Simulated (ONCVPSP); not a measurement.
**What the settings do to the ONCV potential of cadmium (Cd)**

Base potential:

| Property | Result |
| --- | --- |
| Element | Cd (Z = 48) |
| Generator | ONCVPSP 4.0.1 |
| Type | optimised norm-conserving Vanderbilt (ONCV) |
| Functional | PBE |
| Relativity | scalar-relativistic |
| Frozen core | [Ar] 3d10 |
| Valence charge | 20 |
| Reference configuration | 4s2 4p6 4d10 5s1 (charge +1) |
| Partial waves | 4s+5s: rc 1.40 bohr, ncon 4, nbas 9, qcut 7.3 1/bohr, 3 projectors, debl 1.6 Ha; 4p: rc 1.30 bohr, ncon 3, nbas 8, qcut 8.3 1/bohr, 1 projector; 4d: rc 1.40 bohr, ncon 4, nbas 9, qcut 9.2 1/bohr, 3 projectors, debl 0.9 Ha |
| Local potential | polynomial inside 1.30 bohr (lpopt 5, dvloc0 0 Ha) |
| Core correction | Teter function, fcfact 4.75, rcfact 1 |

All-electron outer shells of the reference configuration (PBE, scalar-relativistic, ld1.x):

```json
{"shell": "3d", "level (eV)": "-402.41", "outermost node (bohr)": "–", "outermost maximum (bohr)": "0.27"}
{"shell": "4s", "level (eV)": "-114.75", "outermost node (bohr)": "0.43", "outermost maximum (bohr)": "0.79"}
{"shell": "4p", "level (eV)": "-75.82", "outermost node (bohr)": "0.43", "outermost maximum (bohr)": "0.84"}
{"shell": "4d", "level (eV)": "-20.51", "outermost node (bohr)": "0.42", "outermost maximum (bohr)": "0.98"}
{"shell": "5s", "level (eV)": "-13.06", "outermost node (bohr)": "1.06", "outermost maximum (bohr)": "2.23"}
```

Cutoffs, loose and tight: the cutoffs (Ha) at which the residual kinetic energy of the hardest occupied pseudo-wave falls to 1 and 0.1 mHa per electron. They do not see the model core or the augmentation charge, which bear on the density cutoff. Test errors are all-electron minus pseudo excitation energies from the reference, over the configurations 4s2 4p6 4d10 5s2; 4s2 4p6 4d10 5s0; 4s2 4p6 4d9 5s0; 4s2 4p6 4d8 5s0. A dash means not determined; rows that change the core or the reference have their own tests.

A true bound ghost makes a file unfit for plane-wave use even where its test errors are small: the radial tests pick states by their node count and pass the ghost by.

```tsv
change	outcome	cutoff, loose	cutoff, tight	bound ghosts	GHOST(+) flags above zero	largest test error (meV)
base	generated	34 Ha	39 Ha	s	s	-8.1
s: qcut 4.6; p: qcut 5.2; d: qcut 5.8	generated	150 Ha	170 Ha	s, d	s	+25
s: qcut 5.5; p: qcut 6.3; d: qcut 7	generated	70 Ha	154 Ha	s, d	s	+12
s: qcut 6.5; p: qcut 7.4; d: qcut 8.2	generated	31 Ha	106 Ha	s, d	s	-7.5
s: qcut 7.9; p: qcut 8.9; d: qcut 9.9	generated	36 Ha	41 Ha	s	s	-8.5
s: qcut 8.6; p: qcut 9.8; d: qcut 10.9	generated	38 Ha	45 Ha	none	s	-13
s: qcut 9.4; p: qcut 10.6; d: qcut 11.8	generated	39 Ha	47 Ha	none	none	-18
s: qcut 10.6; p: qcut 12; d: qcut 13.3	generated	44 Ha	53 Ha	none	d	+23
```
